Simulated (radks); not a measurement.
Results of a calculation; reference values are marked as such.
All-electron atom: Tm XXIX in [Ar] 3d10 4s2 4p4 4d5 5s2 (not the ground configuration).

Level of theory: scalar-relativistic Kohn-Sham, SOGGA, spin-polarised, spherical densities, point nucleus; open shells are filled with parallel spins first (spin-orbit coupling, left out, can overturn this in heavy ions) (a radial shooting solver on a logarithmic mesh with Libxc functionals).

Energy parts (eV):
total: -357703.40
kinetic: 389898.36
electron-nucleus: -835701.13
Hartree: 94631.63
exchange-correlation: -6532.26

Orbitals (lengths in bohr, moments of r in powers of bohr):
orbital,occ.,eigenvalue (eV),<1/r>
1s up,1,-60311.85,79.08
1s down,1,-60310.13,79.09
2s up,1,-11043.64,18.43
2s down,1,-11038.06,18.43
2p up,3,-9873.896,16.97
2p down,3,-9868.730,16.97
3s up,1,-3268.671,6.848
3s down,1,-3264.648,6.852
3p up,3,-2914.317,6.393
3p down,3,-2909.869,6.397
3d up,5,-2482.186,6.058
3d down,5,-2476.650,6.060
4s up,1,-1361.320,3.174
4s down,1,-1342.529,3.172
4p up,3,-1232.840,2.976
4p down,1,-1214.327,2.969
4d up,5,-1067.956,2.774
4d down,0,-1049.944,2.768
5s up,1,-726.7174,1.759
5s down,1,-721.0232,1.742
5p up,0,-671.2835,1.662
5p down,0,-666.1978,1.648
6s up,0,-453.8211,1.120
6s down,0,-451.3157,1.113

The highest occupied level is 5s down at -721.02 eV. The configuration is held as typed, so some empty levels lie below it. Spin moment in Bohr magnetons: 7. The density falls to 0.001 e/bohr^3 at r = 1.62 bohr. Summed over all electrons, <r^2> = 5.233 bohr^2, which gives a Langevin (diamagnetic) susceptibility term of -4.14 x 10^-6 cm^3/mol.
